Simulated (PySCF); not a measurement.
Species: CH₅B₂Br.
Z-matrix (Å and degrees, PBE0-D3(BJ)/def2-SVP geometry), rows numbered from 1:
```
B 
C   1  1.5595
B   2  1.5517  1  106.99
Br  3  1.9102  2  121.40  1  -110.26
H   1  1.2090  2  121.21  3   118.97
H   1  1.2099  2  120.00  3   -60.15
H   2  1.0968  1  114.70  3  -128.32
H   2  1.1098  1  103.91  3   108.96
H   3  1.2049  2  122.79  1    67.89
```

Jobs on this species (9 atoms, 56 electrons) with PySCF (density fitting). Hardware of each: an Arm Neoverse V1 with one thread (shared host). Other jobs ran on the host; a repeat could differ by tens of per cent or more. Peak memory is the resident size of the whole Python process, interpreter and libraries included.

```tsv
level and settings	work	basis functions	SCF cycles	wall time	peak memory
delta-SCF UKS SCAN, pcX-2 on the ionised atom, pcseg-1 elsewhere, non-relativistic	ΔSCF core ionisation, 3 holes	125	?	?	?
delta-SCF UKS B3LYP, pcX-2 on the ionised atom, pcseg-1 elsewhere, spin-free X2C	ΔSCF core ionisation, 3 holes	125	?	?	?
PBE0-D3(BJ)/def2-SVP, grid level 1	geometry optimisation from a GFN2-xTB start shaken at random	99	72	41 s	0.40 GiB
delta-SCF UKS SCAN, pcX-1 on the ionised atom, pcseg-1 elsewhere, spin-free X2C	ΔSCF core ionisation, 3 holes	104	51	11 s	0.40 GiB
delta-SCF UKS HF, pcX-2 on the ionised atom, pcseg-1 elsewhere, spin-free X2C	ΔSCF core ionisation, 3 holes	125	44	9.5 s	0.40 GiB
delta-SCF UKS SCAN, pcX-2 on the ionised atom, pcseg-1 elsewhere, spin-free X2C	ΔSCF core ionisation, 3 holes	125	53	14 s	0.41 GiB
delta-SCF UKS PBE, pcX-2 on the ionised atom, pcseg-1 elsewhere, spin-free X2C	ΔSCF core ionisation, 3 holes	125	51	8.8 s	0.40 GiB
delta-SCF UKS SCAN, def2-TZVP on the ionised atom, pcseg-1 elsewhere, spin-free X2C	ΔSCF core ionisation, 3 holes	111	54	13 s	0.40 GiB
delta-SCF UKS PBE0, pcX-2 on the ionised atom, pcseg-1 elsewhere, spin-free X2C	ΔSCF core ionisation, 3 holes	125	49	16 s	0.48 GiB
```

Question: Fill in the missing figures.

Answer: 
- delta-SCF UKS SCAN, pcX-2 on the ionised atom, pcseg-1 elsewhere, non-relativistic; ΔSCF core ionisation, 3 holes: 14 s, 0.40 GiB, 52 SCF cycles
- delta-SCF UKS B3LYP, pcX-2 on the ionised atom, pcseg-1 elsewhere, spin-free X2C; ΔSCF core ionisation, 3 holes: 17 s, 0.48 GiB, 48 SCF cycles

Question: What do all jobs in the table cost together?

Answer: About 2.4 min; the longest takes about 28 % of that, and about 4.7 times as long as the shortest.
